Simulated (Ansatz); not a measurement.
Stepwise reaction of `[OH][In]([OH])[SH]` with hydrogen chloride, as a gas-phase model of exchange steps in deposition or etching. ΔE in kJ/mol.

Isolated molecules relaxed with PBE0-D4/def2-TZVP in Ansatz; ΔE leaves out vibrations. CBS: MP2 limit from def2 TZ/QZ plus the TZ coupled-cluster correction, frozen cores. This one scheme is used for every species. DFT in def2-TZVPP. B3LYP here is the variant with VWN-RPA as its local correlation; programs differ in this. Elements past krypton have def2 core potentials. For In outer-core shells are correlated without core-valence functions, which leaves a few kJ/mol of doubt a bond. One conformer a species, not always the lowest.

```json
{"step": "2", "reaction": "`[OH][In]([SH])[Cl]` + HCl → `[SH][In]([Cl])[Cl]` + H₂O", "PBE-D4": "-80.8", "B3LYP-D4": "-85.1", "ωB97M-V": "-86.1", "CCSD(T)/CBS": "-84.7"}
```

(1) Give the row of step 1, `[OH][In]([OH])[SH]` + HCl → `[OH][In]([SH])[Cl]` + H₂O. (An estimate is asked.)

(2) By hand: ΔE of the 2 steps together at CCSD(T)/CBS.

Results:

(1) The calculation gave: 
```json
{"step": "1", "reaction": "`[OH][In]([OH])[SH]` + HCl → `[OH][In]([SH])[Cl]` + H₂O", "PBE-D4": "-88.2", "B3LYP-D4": "-91.7", "ωB97M-V": "-92.6", "CCSD(T)/CBS": "-90.7"}
```

(2) (-90.7) + (-84.7) = -175.4 kJ/mol, or -87.7 kJ/mol a step.

In ΔE each step is higher than the one before. All are downhill at CCSD(T)/CBS. PBE-D4 differs from CCSD(T)/CBS by 2.5 to 3.9 kJ/mol a step. Isolated molecules leave out the surface, adducts and barriers. Largest T1 diagnostic: 0.016.
